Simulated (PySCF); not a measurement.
Si(H)3(Cl) cation (ClH₃Si), SMILES [SiH3]Cl (connectivity only; charge and spin as stated), charge +1, multiplicity 2. Geometry: ωB97X-D3(BJ)/def2-TZVP. The multiplicity is an assumed one; other spin states were not compared. The isomer is the one that the SMILES or the coordinates give; other isomers of the formula were not compared.

The numbers are results of PySCF with ωB97X-D3(BJ)/def2-TZVP, not measurements.

Harmonic wavenumbers (cm⁻¹): 414, 522, 616, 659, 670, 894, 1508, 1858, 2379. Rotational constants (GHz): 87.14, 7.207, 6.904; symmetry number 1.

Work out the zero-point energy and the ideal-gas rigid-rotor harmonic-oscillator thermochemistry at 298.15 K and 1 atm.

ZPE = ½ Σ hcν = ½ × 9521 cm⁻¹ = 56.95 kJ/mol. H − E(el) = 69.42 kJ/mol. Entropy in J/(mol K): translation 161.10, rotation 91.35, vibration 11.72, spin 5.76, total 269.93. G − E(el) = -11.06 kJ/mol. Cp = 58.53 J/(mol K).
